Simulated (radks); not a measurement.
Results of a calculation; reference values are marked as such.
Problem. Coherent X-ray form factor from a spherical all-electron density. Level of theory: scalar-relativistic Kohn-Sham, PBE, spin-polarised, spherical densities, point nucleus (a radial shooting solver on a logarithmic mesh with Libxc functionals).

sin(theta)/lambda (1/angstrom),f0 (electrons)
0.05,3.918
0.1,3.689
0.15,3.363
0.2,3.000
0.25,2.650
0.3,2.345
0.4,1.912
0.5,1.669
0.6,1.528
0.8,1.327
1,1.127
1.25,0.880
1.5,0.670
2,0.381

The species is in the configuration that NIST lists as its ground one. Which atom or ion scatters so?

Solution. The carbon ion C2+, [He] 2s2. Extrapolating in s^2 from the first two rows gives f0(0) = 4.0, near the electron count 4; among species with that count, the fall with angle is slower the higher Z, and the table is that of Z = 6; from so few rows the species is fixed only to a neighbour or two.
